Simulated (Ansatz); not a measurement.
C₃H₉InO, SMILES `CC[O][InH][CH3]`, relaxed with RKS PBE0-D4/def2-TZVP in the Gaussian-basis code of Ansatz from a GFN2-xTB geometry. The force threshold is 0.005 eV/Å; the program also tests the step.

Charge 0, multiplicity 1. In: def2 effective core potential.

Start:

```xyz
14

C     1.113    1.622   -1.189
C     0.355    1.742    0.129
O    -0.187    0.532    0.571
In   -0.205   -1.304   -0.164
C    -1.399   -2.457    1.296
H     1.516    2.588   -1.485
H     1.931    0.906   -1.074
H     0.435    1.258   -1.966
H    -0.463    2.468    0.011
H     1.035    2.123    0.905
H     0.638   -1.642   -1.651
H    -2.395   -2.644    0.900
H    -1.453   -1.795    2.159
H    -0.921   -3.398    1.557
```

```json
{"step": "1", "energy (eV)": "-10474.5896", "largest force (eV/Å)": "0.783", "largest move (Å)": "0.000"}
{"step": "2", "energy (eV)": "-10474.6342", "largest force (eV/Å)": "0.280", "largest move (Å)": "0.094"}
{"step": "3", "energy (eV)": "-10474.6479", "largest force (eV/Å)": "0.134", "largest move (Å)": "0.051"}
{"step": "4", "energy (eV)": "-10474.6493", "largest force (eV/Å)": "0.065", "largest move (Å)": "0.021"}
{"step": "5", "energy (eV)": "-10474.6497", "largest force (eV/Å)": "0.031", "largest move (Å)": "0.022"}
{"step": "6 (rejected)", "energy (eV)": "-10474.6494", "largest force (eV/Å)": "0.068", "largest move (Å)": "0.023"}
{"step": "7", "energy (eV)": "-10474.6498", "largest force (eV/Å)": "0.003", "largest move (Å)": "0.011"}
{"step": "8", "energy (eV)": "-10474.6499", "largest force (eV/Å)": "0.011", "largest move (Å)": "0.018"}
{"step": "9 (rejected)", "energy (eV)": "-10474.6499", "largest force (eV/Å)": "0.048", "largest move (Å)": "0.057"}
{"step": "10", "energy (eV)": "-10474.6500", "largest force (eV/Å)": "0.025", "largest move (Å)": "0.028"}
{"step": "11", "energy (eV)": "-10474.6500", "largest force (eV/Å)": "0.058", "largest move (Å)": "0.074"}
{"step": "12", "energy (eV)": "-10474.6501", "largest force (eV/Å)": "0.024", "largest move (Å)": "0.025"}
{"step": "13", "energy (eV)": "-10474.6501", "largest force (eV/Å)": "0.014", "largest move (Å)": "0.013"}
{"step": "14", "energy (eV)": "-10474.6502", "largest force (eV/Å)": "0.001", "largest move (Å)": "0.008"}
{"step": "15", "energy (eV)": "-10474.6502", "largest force (eV/Å)": "0.009", "largest move (Å)": "0.018"}
{"step": "16", "energy (eV)": "-10474.6502", "largest force (eV/Å)": "0.015", "largest move (Å)": "0.016"}
{"step": "17", "energy (eV)": "-10474.6502", "largest force (eV/Å)": "0.014", "largest move (Å)": "0.008"}
{"step": "18", "energy (eV)": "-10474.6503", "largest force (eV/Å)": "0.011", "largest move (Å)": "0.019"}
{"step": "19", "energy (eV)": "-10474.6503", "largest force (eV/Å)": "0.012", "largest move (Å)": "0.017"}
{"step": "20 (rejected)", "energy (eV)": "-10474.6503", "largest force (eV/Å)": "0.010", "largest move (Å)": "0.003"}
{"step": "21", "energy (eV)": "-10474.6503", "largest force (eV/Å)": "0.007", "largest move (Å)": "0.001"}
{"step": "22", "energy (eV)": "-10474.6503", "largest force (eV/Å)": "0.001", "largest move (Å)": "0.003"}
```

End:

```xyz
14

C     1.111    1.606   -1.187
C     0.385    1.734    0.136
O    -0.201    0.561    0.613
In   -0.274   -1.289   -0.130
C    -1.384   -2.444    1.278
H     1.538    2.568   -1.484
H     1.928    0.881   -1.123
H     0.433    1.280   -1.982
H    -0.395    2.504    0.039
H     1.092    2.108    0.893
H     0.500   -1.584   -1.629
H    -2.279   -2.860    0.814
H    -1.672   -1.794    2.103
H    -0.782   -3.271    1.659
```

Hardware: 2 threads of an AMD EPYC 7R13 on a shared host and a share of an NVIDIA H100 80 GB. Wall time 75 s, peak host memory 0.87 GiB.
